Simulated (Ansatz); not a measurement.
Energy needed to pull apart SbH3SO (SMILES O[S][SbH2]), singlet, into free ground-state atoms, from the structure below (displaced at random from a GFN2-xTB minimum); no zero-point or spin–orbit terms; open-shell atoms are treated unrestricted, in their ground-state multiplicity.

```tsv
atom	x (Å)	y (Å)	z (Å)
O1	-0.0407	-1.8758	-0.1291
S2	-1.0322	-0.4374	-0.0381
Sb3	0.9648	0.9198	0.3036
H4	-0.6741	-2.5971	-0.1306
H5	0.6804	1.8810	-1.1350
H6	0.0614	2.1266	1.1821
```

Ansatz 0.2.0; basis: def2-TZVPP; cores frozen in the correlated methods. Filled d shells of the heavier atoms are correlated. Core potentials replace the inner electrons of the atoms past krypton. The def2 sets are not built for correlating such inner shells, so the correlated values are less sure here. B3LYP uses VWN-RPA correlation.

```tsv
method	atomization energy (kcal/mol)
PBE-D4	?
r2SCAN-D4	356.7
PBE0-D4	352.4
B3LYP-D4	?
r2SCAN0-D4	342.1
wB97M-V	358.2
HF	196.4
MP2	340.3
CCSD	330.8
CCSD(T)	341.0
```

Task: What does PBE-D4 give? (An estimate is asked for; the value comes from the calculation.)

Result: The calculation gives: 370.4 kcal/mol, which is about 29.5 kcal/mol more than CCSD(T)/def2-TZVPP.

Task: What does B3LYP-D4 give? (To be estimated.)

Result: Computed: 359.9 kcal/mol, which is about 18.9 kcal/mol more than CCSD(T)/def2-TZVPP.

In triple zeta the MP2 and coupled-cluster atomization energies are still short of their basis limit by a few kcal/mol a bond, whereas those of the functionals are nearly converged, so these differences are not deviations from converged CCSD(T).

The T1 diagnostic stays at or below 0.015.

For scale, one of the runs: CCSD(T)/def2-TZVPP forces, 165 basis functions (an equivalent command: `ansatz run in.yaml --threads 4`). Time: 2.1 min of wall clock on 4 CPU threads; the host was shared. Peak host memory: 2.7 GiB.
